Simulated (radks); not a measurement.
I4+, 49 electrons, occupied as [Kr] 4d10 5s2 5p1 (the NIST ground configuration).

Calculated with a radial shooting solver on a logarithmic mesh with Libxc functionals: Dirac Kohn-Sham, LDA (Slater exchange, Perdew-Zunger correlation), spin-unpolarised, spherical densities, point nucleus; open shells fill j = l - 1/2 first.

Energy parts (Ry):
total: -14219.13598
kinetic: 15069.05568
electron-nucleus: -34407.74875
Hartree: 5468.21588
exchange-correlation: -348.65879

Orbitals (lengths in bohr, moments of r in powers of bohr):
| orbital | occ. | eigenvalue (Ry) | <r^2> |
|---|---|---|---|
| 1s1/2 | 2 | -2423.273 | 0.001006 |
| 2s1/2 | 2 | -377.1877 | 0.01616 |
| 2p1/2 | 2 | -354.2816 | 0.01194 |
| 2p3/2 | 4 | -332.3533 | 0.01323 |
| 3s1/2 | 2 | -78.76036 | 0.1130 |
| 3p1/2 | 2 | -69.27275 | 0.1076 |
| 3p3/2 | 4 | -65.14715 | 0.1158 |
| 3d3/2 | 4 | -48.36681 | 0.09733 |
| 3d5/2 | 6 | -47.49821 | 0.09968 |
| 4s1/2 | 2 | -16.53560 | 0.6179 |
| 4p1/2 | 2 | -13.21782 | 0.6784 |
| 4p3/2 | 4 | -12.40351 | 0.7290 |
| 4d3/2 | 4 | -7.05248 | 0.9603 |
| 4d5/2 | 6 | -6.92384 | 0.9835 |
| 5s1/2 | 2 | -4.25022 | 3.549 |
| 5p1/2 | 1 | -3.38882 | 4.406 |
| 5p3/2 | 0 | -3.26734 | 4.683 |

The highest occupied level is 5p1/2 at -46.107 eV. The density falls to 0.001 e/bohr^3 at r = 3.36 bohr. For comparison, the ionisation energy in NIST's Atomic Spectra Database is 51.52 eV (measured). In exact Kohn-Sham theory the highest level is minus the ionisation energy, but local and semilocal functionals leave it too shallow, through self-interaction and a potential that decays too fast; potentials with the right tail come closer. Summed over all electrons, <r^2> = 28.76 bohr^2, which gives a Langevin (diamagnetic) susceptibility term of -22.8 x 10^-6 cm^3/mol.

Beside tabulated values, note that spin-unpolarised runs miss the spin-polarisation part of the exchange energy of open shells.
